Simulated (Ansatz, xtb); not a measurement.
## C5H7NO: which of two isomers lies lower

We compare I, `NC1=CCC(O)=C1`, a singlet, with II, `NC1=CCC=C1O`, a singlet. Both are isolated molecules in the gas phase, relaxed with B3LYP/def2-SVP; the shapes shown needn't be the lowest conformers.

I (Å):

```
atom    x (Å)    y (Å)    z (Å)
   C  -0.7923  -0.0238  -0.6747
   C  -0.7172  -0.8908   0.3730
   C   0.5492  -0.6164   1.1432
   C   1.1755   0.5112   0.3690
   C   0.3929   0.8559  -0.6819
   N  -1.8120   0.1373  -1.6029
   O   2.3548   1.0186   0.7848
   H  -1.5145   0.4434  -2.5238
   H  -2.4679  -0.6349  -1.6589
   H  -1.4450  -1.6573   0.6376
   H   1.2381  -1.4811   1.1912
   H   0.3772  -0.3041   2.1912
   H   2.6191   1.7391   0.1962
   H   0.5793   1.6511  -1.4069
```

II (Å):

```
atom    x (Å)    y (Å)    z (Å)
   C   0.7284   0.1171  -0.2740
   C   0.5130   0.3770   1.0377
   C  -0.9617   0.2355   1.3209
   C  -1.5636  -0.1315  -0.0110
   C  -0.5676  -0.1733  -0.9239
   N   1.8884   0.1553  -1.0632
   O  -0.6482  -0.4291  -2.2521
   H   2.0808  -0.7385  -1.5169
   H   2.7168   0.4499  -0.5526
   H   1.2655   0.6247   1.7873
   H  -1.4041   1.1723   1.7136
   H  -1.1458  -0.5304   2.0999
   H  -2.6244  -0.2875  -0.2013
   H   0.1472  -0.0548  -2.6635
```

Quicker runs give these differences E(II) − E(I): GFN2-xTB +9.33 kJ/mol; HF/STO-3G +9.31 kJ/mol (at GFN2-xTB geometries); r2SCAN-D4/def2-SVP +6.47 kJ/mol (at GFN2-xTB geometries).

Estimate E(II) − E(I) at the level CCSD(T)/def2-SVP + ΔMP2/def2-TZVPP.

CCSD(T)/def2-SVP + ΔMP2/def2-TZVPP gives E(II) − E(I) = −1.11 kJ/mol, slightly favouring structure II, which is too small a margin to settle the true order.

Level by level:

```
                             level        geometry  E(II) − E(I) (kJ/mol)  departure from the last row (kJ/mol)  job, with rough time for the two
                          GFN2-xTB        GFN2-xTB                   +9.33                                +10.44              optimisation, 0.39 s
                         HF/STO-3G        GFN2-xTB                   +9.31                                +10.43               single point, 1.6 s
                r2SCAN-D4/def2-SVP        GFN2-xTB                   +6.47                                 +7.58                single point, 11 s
                    B3LYP/def2-SVP  B3LYP/def2-SVP                   +4.70                                 +5.81             optimisation, 2.2 min
                       HF/def2-SVP  B3LYP/def2-SVP                   +8.61                                 +9.72           part of the CCSD(T) run
                      MP2/def2-SVP  B3LYP/def2-SVP                   +0.80                                 +1.91           part of the CCSD(T) run
                  CCSD(T)/def2-SVP  B3LYP/def2-SVP                   +0.39                                 +1.51                      single point
CCSD(T)/def2-SVP + ΔMP2/def2-TZVPP  B3LYP/def2-SVP                   −1.11                                                   single point, 3.4 min
```

As drawn, both hold the same kinds of bond in the same numbers.

The largest departure from CCSD(T)/def2-SVP + ΔMP2/def2-TZVPP is that of GFN2-xTB, 10.44 kJ/mol. The last row adds to CCSD(T) the change of the MP2 difference between the two basis sets, here −1.51 kJ/mol.

With thermal terms from frequencies at re-optimised GFN2-xTB minima (ideal gas, soft modes damped towards free rotors, one conformer each, 298.15 K, 1 atm): on the last row, ΔE + ΔZPE = −1.29, ΔH = −1.24, ΔG = −1.38 kJ/mol.

The correlated steps freeze 7 core orbitals. Programs: Ansatz 0.2.0, xtb 6.7.1; the last row on 2 threads of Intel(R) Xeon(R) Processor @ 2.50GHz (Skylake/Cascade Lake) on a shared host.
